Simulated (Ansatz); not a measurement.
Born–Oppenheimer molecular dynamics of CH₆Ge (8 atoms, charge 0, multiplicity 1). It starts at the highest image of a converged band. Of that band: Neighbouring images differ by up to 1.3 eV, so the band resolves the path poorly. A vibrational analysis at the climbing image gives one clearly imaginary mode, 1169i cm⁻¹: a first-order saddle point.

All numbers below come from Ansatz, RKS B3LYP/def2-SVP.

- ensemble: NVE (velocity Verlet)
- time step: 0.5 fs
- steps asked: 200
- starting velocities drawn for: 300 K
- seed: 3969

First frame:

```xyz
8
Properties=species:S:1:pos:R:3
Ge 0.276 0.024 -0.479
C 1.055 0.001 1.756
H 0.090 -0.160 2.247
H 1.744 -0.826 1.964
H 1.485 0.972 2.031
H 1.666 0.093 0.207
H -0.642 1.201 -0.067
H -0.461 -1.305 -0.177
```

Problem. What does the run give?

Solution. The run went to its last step.

```yaml
steps_done: 200
time_covered: 100 fs
mean_temperature_over_the_second_half: 1693 K
spread_of_the_potential_energy_over_the_second_half: 56.3 meV per atom
mean_potential_energy_of_the_second_half_above_the_start: -135.0 meV per atom
```

The conserved energy stayed within 0.34 meV per atom of its start (net change 0.025 meV per atom), so the integration is sound. The kinetic energy rose, since the run started high on the potential surface and went downhill. A run of 0.1 ps of so small a system gives no equilibrium averages. The orbitals stay closed-shell, which can raise the energy where a bond breaks towards radicals; this wasn't checked here.

Problem. What happens to the structure?

Solution. Between its relaxed ends the band would form C2–H6 and break Ge1–C2, Ge1–H6. These pairs go: C2–H6 1.67 → 2.64 Å, Ge1–C2 2.37 → 2.17 Å, Ge1–H6 1.55 → 1.56 Å. In the last frame they stand as before the step (other bonds may differ from the relaxed reactants and products). It ends as one piece, CH6Ge. Pairs count as bonded within 1.25 times the sum of covalent radii (0.12 Å more for H–H). The details hang on the random start.

Problem. How do temperature and energy run in time?

Solution. 
```
time (fs)  T (K)  potential energy less start (eV)  conserved less start (meV/atom)
        0    300                             0.000                             0.00
        5    148                             0.119                             0.12
       10    206                             0.074                             0.07
       15    374                            -0.056                             0.13
       20   1065                            -0.592                             0.16
       25   2291                            -1.544                             0.03
       30   2643                            -1.817                             0.00
       35   1716                            -1.098                             0.10
       40   1160                            -0.664                             0.33
       45   2450                            -1.668                            -0.10
       50   1870                            -1.216                             0.16
       55   1501                            -0.930                             0.12
       60   1531                            -0.953                             0.24
       65   2328                            -1.573                             0.06
       70   2374                            -1.608                             0.03
       75   1651                            -1.048                             0.03
       80    542                            -0.186                             0.14
       85    954                            -0.507                             0.07
       90   2260                            -1.520                            -0.09
       95   2167                            -1.448                            -0.03
      100   1568                            -0.983                             0.02
```

Run time: 6 min on 1 thread of Arm Neoverse V2, on a shared host, peak memory 0.14 GiB.
